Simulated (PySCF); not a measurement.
Bonds (- single, = double, # triple, : aromatic): C1=C2, C2-C3, C3-C4, C4=O5, C4-O6, O6-C7, C7=C8. C1 carries H9, H10; C2 carries H11; C3 carries H12, H13; C7 carries H14; C8 carries H15, H16. H10 is cis to C3; H16 is cis to O6; H9 is trans to C3; H15 is trans to O6.

Geometry: GFN2-xTB; GIAO shifts from PySCF, gas phase, non-relativistic, averaged over equivalent atoms.

At LDA/6-31G (88 basis functions, 11 s wall time on 1 thread of an Arm Neoverse V2, shared host):
| atoms | δ (ppm) |
| --- | --- |
| C4 | 162.2 |
| C7 | 136.6 |
| C2 | 129.5 |
| C1 | 116.7 |
| C8 | 95.8 |
| C3 | 43.6 |
| O5 | 399.1 |
| O6 | 251.1 |
| H14 | 8.33 |
| H11 | 6.84 |
| H9 | 5.61 |
| H10 | 5.59 |
| H16 | 5.20 |
| H15 | 5.00 |
| H12/H13 | 3.54 |

Shifts are taken against calculated references (same method and geometry level): 13C (198.35 ppm), 1H (32.51 ppm) vs TMS; 17O (326.18 ppm) vs H2O.

Q: Predict the values at HCTH407/pcSseg-1 on the same geometry.

A: 
```csv
atoms,δ at HCTH407/pcSseg-1,change
C4,166.1,+3.9
C7,143.3,+6.7
C2,135.5,+6.0
C1,117.5,+0.8
C8,95.5,-0.3
C3,43.4,-0.2
O5,415.9,+16.8
O6,270.5,+19.4
H14,7.91,-0.42
H11,6.41,-0.43
H9,5.34,-0.27
H10,5.25,-0.34
H16,4.94,-0.26
H15,4.70,-0.30
H12/H13,3.25,-0.29
```

Chemical shifts δ = σref − σ; 13C (σref 183.64) and 1H (σref 31.67) vs TMS; 17O (σref 334.16) against H2O, all at this level.

The largest change is at O6 (ester alkoxy oxygen). Cost: 176 basis functions, 32 s wall time on 1 thread of an Arm Neoverse V2, shared host. The order of the carbon signals is the same at both levels.

Unscaled 17O shifts of doubly bonded oxygen tend to come out too high, by tens of ppm or more. Experimental scales use liquid or dissolved standards, which lie at an offset from isolated H2O (liquid H2O: subtract about 36 ppm).
